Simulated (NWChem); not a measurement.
Lowest excitation of HGeI

```xyz
3

Ge    -1.0606     1.1590     0.0000
H      0.0767     2.2834     0.0000
I      0.6389    -0.7429     0.0000
```
Charge 0, spin multiplicity 1.

Program: NWChem. Structure: optimised with PBE0/def2-SVP with def2 effective core potentials on I, a minimum by its harmonic frequencies.

Basis set: def2-SVPD.

Effective core potentials replace the inner electrons of I; spin-orbit coupling is left out. The correlated methods keep 13 core orbitals frozen. B3LYP has NWChem's definition, with VWN1-RPA local correlation. The structure started from a generated list of species. No row is a measurement; the coupled-cluster row has its own basis-set and correlation limits.

**Question.** For the lowest vertical singlet excitation energy, TD-B3LYP gives 2.29 eV and EOM-CCSD gives 2.53 eV. What do TD-PBE, CIS give?

**Answer.** TD-PBE: 2.12 eV; CIS: 2.88 eV.
